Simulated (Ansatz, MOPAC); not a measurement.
Donor–acceptor adduct: AlH3 (SMILES [AlH3]) (first 4 atoms) with CHN (SMILES C#N); geometry from B3LYP-D3(BJ)/def2-TZVP, rigid monomers moved along the line of their centres of mass till Al1···N6 is 2.89 Å.
(charge 0, multiplicity 1):
```xyz
7

Al    -0.16157     0.36406     0.26280
H      1.25365     0.82434    -0.29958
H     -1.23650     1.48888     0.59490
H     -0.69082    -1.08215    -0.13618
C      0.97395    -0.46261     4.03834
N      0.65211    -0.23013     2.96956
H      1.27546    -0.68004     5.03934
```

Monomers are frozen at their geometry in the pair; levels with a basis set take the counterpoise correction.

The state that PM6 reach isn't checked.

Run with Ansatz (Gaussian basis) for Hartree–Fock, density functionals and correlated methods; MOPAC for PM6 (differences of heats of formation). Each number belongs to the level named beside it.

Task: One of these levels gives -451.7 meV for the interaction energy. Which?
A. HF/aug-cc-pV(D+d)Z
B. PM6
C. r2SCAN/def2-TZVPPD

Result: C, r2SCAN/def2-TZVPPD. The others give -123.0 (PM6), -395.2 (HF/aug-cc-pV(D+d)Z)

Ansatz is a program for electronic structure.
